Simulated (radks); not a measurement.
All-electron atom: Cl II in [Ne] 3s1.5 3p4.5 (fractional occupations, a model configuration).

All-electron calculation, scalar-relativistic Kohn-Sham, PBEsol, spin-unpolarised, spherical densities, finite nucleus; Fermi nuclear charge, rms radius 3.3654 fm. Program: a radial shooting solver on a logarithmic mesh with Libxc functionals.

Energy parts (hartree):
total: -459.99946
kinetic: 462.01271
electron-nucleus: -1090.64695
Hartree: 195.60571
exchange-correlation: -26.97093

Orbitals (lengths in bohr, moments of r in powers of bohr):
orbital  occ.  eigenvalue (hartree)   <1/r>
1s          2             -101.4486   16.66
2s          2              -9.76281   3.305
2p          6              -7.53027   3.205
3s        1.5              -1.18821  0.9303
3p        4.5              -0.72261  0.8005

The highest occupied level is 3p at -19.663 eV. The density falls to 0.001 e/bohr^3 at r = 3.58 bohr.
